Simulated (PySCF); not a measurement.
C₄H₆NO, charge -1, multiplicity 1. Atoms are numbered in the order given.

```xyz
12

O      1.9752    -0.6379    -0.4569
C      0.7743    -0.3488    -0.2314
C      0.3881     1.1064     0.1938
C     -1.0467     0.9488     0.6949
C     -1.4902    -0.3540    -0.0325
N     -0.2998    -1.1194    -0.3171
H      0.4535     1.7602    -0.6947
H      1.0993     1.4939     0.9378
H     -1.0509     0.7834     1.7852
H     -1.7062     1.8089     0.4870
H     -2.0414    -0.0892    -0.9676
H     -2.2102    -0.9331     0.5785
```
Charge -1, spin multiplicity 1.

The structure is a stationary point at B3LYP-D3(BJ)/def2-SVPD. The spin state was assumed, not searched. The isomer is the one that the SMILES or the coordinates give; other isomers of the formula were not compared. The values are those of a single conformer.

Calculation: HF/pcSseg-1 (PySCF).

GIAO shieldings, no solvent; atoms listed in one row are averaged. δ = σ(ref) − σ: ¹⁷O against H2O (σ = 333.0 ppm); ¹³C against TMS (σ = 192.6 ppm); ¹⁵N against NH3 (σ = 267.3 ppm); ¹H against TMS (σ = 31.99 ppm), references at their B3LYP-D3(BJ)/def2-TZVP geometries, non-relativistic.

```tsv
nucleus	atoms	count	δ (ppm)
¹⁷O	O1	1	269.8
¹³C	C2	1	191.5
¹³C	C5	1	56.4
¹³C	C3	1	35.9
¹³C	C4	1	27.8
¹⁵N	N6	1	192.5
¹H	H12	1	3.30
¹H	H11	1	3.19
¹H	H7	1	1.45
¹H	H8	1	1.29
¹H	H9, H10	2	1.09
```
